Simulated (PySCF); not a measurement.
Cartesian coordinates in Å; atom numbers follow the order of the lines, from 1:
```xyz
14

O     2.811   -1.254    0.830
C     2.326   -0.242    0.405
C     0.881   -0.054    0.139
C     0.411    1.117   -0.342
C    -1.017    1.324   -0.613
O    -1.457    2.365   -1.044
C    -1.955    0.134   -0.319
O    -3.143    0.234   -0.518
C    -1.326   -1.085    0.201
C    -0.006   -1.166    0.412
H     2.939    0.649    0.174
H     1.066    1.953   -0.549
H    -1.990   -1.912    0.404
H     0.458   -2.065    0.795
```

Geometry: GFN2-xTB; GIAO absolute shieldings from PySCF 2.14, gas phase, non-relativistic, averaged over equivalent atoms.

At PBE0/pcSseg-1 (190 basis functions, 42 s wall time on 1 thread of an Arm Neoverse V1, shared host):
| atoms | σ (ppm) |
| --- | --- |
| O6 | -499.6 |
| O8 | -440.3 |
| O1 | -401.6 |
| C2 | -10.6 |
| C5 | -1.6 |
| C7 | 2.9 |
| C3 | 41.9 |
| C4 | 46.5 |
| C10 | 47.1 |
| C9 | 49.6 |
| H11 | 21.69 |
| H14 | 23.88 |
| H13 | 25.25 |
| H12 | 25.44 |

What do these become at BP86/pcSseg-1?

Results:


```csv
atoms,σ at BP86/pcSseg-1,change
O6,-537.7,-38.1
O8,-454.0,-13.7
O1,-420.2,-18.6
C2,-15.6,-5.0
C5,-9.1,-7.5
C7,-0.7,-3.6
C3,44.5,+2.6
C4,51.4,+4.9
C10,44.0,-3.1
C9,49.6,+0.0
H11,21.38,-0.31
H14,23.97,+0.09
H13,25.65,+0.40
H12,26.19,+0.75
```

The largest change is at O6 (ketone oxygen). Cost: 190 basis functions, 46 s wall time on 1 thread of an Arm Neoverse V1, shared host. The order of the carbon signals changes between the two levels.
